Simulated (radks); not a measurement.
Results of a calculation; reference values are marked as such.
Valence configurations of Co I (all share [Ar]). Level of theory: Dirac Kohn-Sham, PBE, spin-unpolarised, spherical densities, finite nucleus; open shells fill j = l - 1/2 first; Fermi nuclear charge, rms radius 3.7875 fm (a radial shooting solver on a logarithmic mesh with Libxc functionals). Energies are relative to 3d7 4s2; eigenvalues in eV.

valence,E (eV),e(3d3/2),e(3d5/2),e(4p1/2),e(4s1/2)
3d8 4s1,-1.111,-4.327,-4.154,-,-4.373
3d7.5 4s1.5,-0.913,-6.134,-5.952,-,-4.888
3d7 4s2,0.000,-8.295,-8.102,-,-5.467
3d9,0.052,-1.903,-1.746,-,-
3d7.5 4s1 4p0.5,1.045,-7.081,-6.898,-1.524,-5.526
3d7 4s1.5 4p0.5,2.117,-9.226,-9.033,-1.757,-6.071
3d8 4p1,2.596,-6.102,-5.926,-1.729,-
3d6.5 4s2 4p0.5,4.052,-11.678,-11.476,-2.017,-6.656
3d7 4s1 4p1,4.310,-10.064,-9.871,-2.137,-6.593
3d6 4s2 4p1,9.496,-15.222,-15.009,-2.655,-7.751

NIST lists [Ar] 3d7 4s2 as the ground configuration; this level of theory puts 3d8 4s1 lower, by 1.111 eV. The energies are those of spherical spin-averaged densities, not of single terms.
